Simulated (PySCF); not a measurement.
PySCF 2.14 output of an unrestricted r2SCAN calculation on a single atom or ion in x2c-TZVPPall (11s7p7d4f2g, 113 functions), with the spin-free X2C one-electron Hamiltonian (Gaussian nucleus):

```
SCF conv_tol = 1e-09
number electrons alpha = 34  beta = 32
    J. W. Furness, A. D. Kaplan, J. Ning, J. P. Perdew, and J. Sun.,  J. Phys. Chem. Lett. 11, 8208-8215 (2020)
    J. W. Furness, A. D. Kaplan, J. Ning, J. P. Perdew, and J. Sun.,  J. Phys. Chem. Lett. 11, 9248-9248 (2020)
    J. W. Furness, A. D. Kaplan, J. Ning, J. P. Perdew, and J. Sun.,  J. Phys. Chem. Lett. 11, 8208-8215 (2020)
    J. W. Furness, A. D. Kaplan, J. Ning, J. P. Perdew, and J. Sun.,  J. Phys. Chem. Lett. 11, 9248-9248 (2020)
cycle= 1 E= -13085.4202425182  delta_E= 0.00248  |g|= 0.688  |ddm|= 0.282
cycle= 2 E= -13085.2248083413  delta_E= 0.195  |g|= 1.68  |ddm|= 0.589
cycle= 3 E= -13085.4631229941  delta_E= -0.238  |g|= 0.0593  |ddm|= 0.39
cycle= 4 E= -13085.4635599158  delta_E= -0.000437  |g|= 0.00971  |ddm|= 0.027
cycle= 5 E= -13085.4635698549  delta_E= -9.94e-06  |g|= 0.000128  |ddm|= 0.00306
cycle= 6 E= -13085.4635698569  delta_E= -1.99e-09  |g|= 1.67e-05  |ddm|= 5.41e-05
cycle= 7 E= -13085.4635698569  delta_E= -3.64e-11  |g|= 6.83e-07  |ddm|= 1.05e-05
converged SCF energy = -13085.4635698569  <S^2> = 2.0017813  2S+1 = 3.0011873
```

The run itself started from symmetry-adapted Hartree-Fock orbitals and held the occupation by maximum overlap, on a logarithmic radial grid, so the iterations belong to that start.

**Question.** Which element, charge and spin multiplicity is this?

**Answer.** Er²⁺ (erbium, charge +2), multiplicity 3; the state was [Xe] 4f12, one real determinant.

⟨L²⟩ = 24.02 against 30 for a pure H term, so this real determinant mixes terms. Spin-orbit coupling, absent here, splits the open shell strongly.
